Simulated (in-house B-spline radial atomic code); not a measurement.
The zinc ion Zn⁶⁺: [Ne] 3s2 3p5 3d6 4p1 (an excited or competing configuration)

All numbers are computed (non-relativistic BHandHLYP, spin-polarised, spherical fractional occupations, exact exchange averaged over the configuration; point nucleus) with a radial B-spline atomic code at the basis-set limit, not measured.

Screening seen three ways: the hydrogenic charge with the same mean radius, Z_r = [3n² - l(l+1)]/(2<r>), the one with the same energy, Z_e = n√(-2ε), and Slater's rules. Values are occupation-weighted means over spin.

| shell | electrons | ε (eV) | <r> (bohr) | Z_r | Z_e | Slater |
| --- | --- | --- | --- | --- | --- | --- |
| 1s | 2 | -9658.3 | 0.0511 | 29.36 | 26.64 | 29.70 |
| 2s | 2 | -1316.8 | 0.2291 | 26.19 | 19.68 | 25.85 |
| 2p | 6 | -1176 | 0.1994 | 25.07 | 18.59 | 25.85 |
| 3s | 2 | -270.12 | 0.66 | 20.46 | 13.37 | 19.10 |
| 3p | 5 | -225.47 | 0.6686 | 18.70 | 12.21 | 19.10 |
| 3d | 6 | -149.56 | 0.6743 | 15.57 | 9.95 | 11.25 |
| 4p | 1 | -76.292 | 1.732 | 13.28 | 9.47 | 8.95 |

The least bound orbital is 4p up at -76.29 eV, and it is also the most diffuse (<r> = 1.732 bohr).
